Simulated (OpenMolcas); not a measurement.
**Tm IV: CASPT2 settings compared**

```
Program             : OpenMolcas
Basis               : ANO-RCC-VTZP [8s7p5d3f2g1h]
Scalar Hamiltonian  : X2C, point nucleus
Active space        : 12 electrons in 7 orbitals (4f)
State averaging     : 2S+1 = 3 even, 21 roots (18 in the spin-orbit step); 2S+1 = 1 even, 9 roots kept (CI in the orbitals of an earlier block)
Spin-orbit coupling : state interaction with AMFI integrals over the reference wave functions, term energies averaged over their components
```

Methods on the same reference wave functions:
A. CASSCF
B. SS-CASPT2, IPEA 0.15 Eh, sigma1 regulariser 0.25 Eh (closed shells correlated: none)
C. SS-CASPT2, IPEA 0.4 Eh, imaginary shift 0.4 Eh (closed shells correlated: none)
D. SS-CASPT2, IPEA 0.75 Eh, no level shift (closed shells correlated: 5s 5p)

Energies in cm-1 above 4f12 3H6, the measured ground level; measured values from the list in Tchang-Brillet, Wyart, Meftah and Ait Mammar, Atoms 6, 52 (2018).

```tsv
Level	A	B	C	D	Measured
4f12 3H6	0.0	0.0	0.0	0.0	0.0
4f12 3F4 [53 %]	6552	5820	5870	5640	
4f12 3H5	8042	8040	8040	8040	8217
4f12 3H4 [59 %]	13039	12640	12660	12560	12547
4f12 3F3	16060	14800	14900	14530	14410
4f12 3F2	20081	18820	18920	18560	
4f12 1G4 [58 %]	21680	21520	21500	21460	21174
```

Deviations, from unrounded energies. A percentage is the sum of absolute deviations over the sum of measured energies, with the sign that they share, or ± where signs differ.

| Against measurement | Levels | A | B | C | D |
| --- | --- | --- | --- | --- | --- |
| mean absolute deviation (cm-1) | 4 | 710 | 250 | 280 | 150 |
| fine structure of the ground term (%) | 2 | ±3.2 | ±1.3 | ±1.4 | ±0.9 |
| other terms of the ground configuration (%) | 2 | +6.1 | +2.1 | +2.3 | +1.1 |

D lies closest to measurement on these levels and A furthest from it. The largest miss of D in the table is 4f12 1G4 [58 %], by +280 cm-1. The ranking rests on the paired levels alone, and a cruder setting can come out closer through cancelling errors.

Among B to D the level of the table that moves most is 4f12 3F3, by 370 cm-1 (lowest in D, highest in C). Moves below CASPT2's spread within the term are not significant.

The mean deviations of B to D differ by less than CASPT2's widest spread within a term (460 cm-1), so their order carries little weight.

From A to B the spin-free energies of the other terms of 4f12 shown, above 3H, scale by factors of 0.84 to 1.00.

The lowest spin-free term lies below A's lowest term by 0.530 hartree in B, 0.527 hartree in C, 1.032 hartree in D.

Term energies are means over components that CASPT2 splits; among the terms shown or strongly mixed into the levels shown the widest spread is 460 cm-1 (4f12 1G, B). Some high roots are left out of the spin-orbit mixing, which shifts the levels that they would mix with. Terms from blocks run as CI alone lack orbitals of their own. Without dynamic correlation excited terms often stand tens of per cent too high (terms of higher spin than the ground term too low), and those without a measured partner can miss by more than the paired ones (holds for A). Measured partners are found by configuration, term and J. A level has none where our copy of the source lacks it or the pairing is in doubt (some pairs that miss far off the trend of their configuration count as doubtful), and it then counts in no deviation. Only configurations of the active space appear.

A share in square brackets marks a mixed level and gives the weight of the term that names it, the lowest over the columns.
